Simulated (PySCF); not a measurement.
Species: C6H9ClSi.
Geometry (GFN2-xTB, Å), atoms numbered from 1 in this order:
```xyz
17
C6H9ClSi angstrom
C      0.2721    1.8462    0.9094
C     -0.4674    0.8210    0.4978
Si    -2.3105    0.3675    0.5321
C     -1.3445   -1.2813    0.2296
Cl    -1.8259   -2.3076   -1.1524
C     -0.0663   -0.5064    0.0055
C      1.0306   -0.9384   -0.6099
C      2.2383   -0.1225   -0.9249
H     -0.1878    2.7492    1.2770
H      1.3501    1.8274    0.9149
H     -3.0374    0.4570    1.7948
H     -3.0941    0.7860   -0.6225
H     -1.2738   -1.9588    1.0812
H      1.0556   -1.9707   -0.9366
H      1.9731    0.9232   -1.0645
H      2.7177   -0.4913   -1.8293
H      2.9631   -0.1885   -0.1120
```

Computed at PBE0/pcSseg-1 (PySCF, non-relativistic), with Q(35Cl) = −0.0817 b: Cl5, 35Cl (I = 3/2): χzz = -74.88 MHz, η = 0.027.

Task: Find the zero-field quadrupole resonance frequencies of 35Cl at Cl5.

Result: From ν = (|χ|/2)√(1 + η²/3): ν = 37.44 MHz (alkyl chlorine). For 37Cl the ratio of quadrupole moments, 0.7881, gives 29.51 MHz.

Task: Apply the simplest Townes–Dailey estimate (no s hybridisation, no π bonding), ionic character = 1 − χzz/χ0, where χ0 is the coupling for one missing p electron along the bond: −109.74 MHz for 35Cl.

Result: Cl5 on C4: 1 − (-74.88)/(-109.74) = 0.32. In this model a purely covalent bond gives χ0 and a free halide ion gives zero; s hybridisation or π bonding, where present, is counted here as ionic character.

In a crystal, neighbours and librations shift these lines. One conformer (not necessarily the lowest) at the GFN2-xTB geometry, without solvent, vibrations or thermal averaging. GFN2-xTB bond lengths can be off by several hundredths of an ångström, more for odd bonds, and the gradients follow them. These gradients aren't converged with respect to the basis.
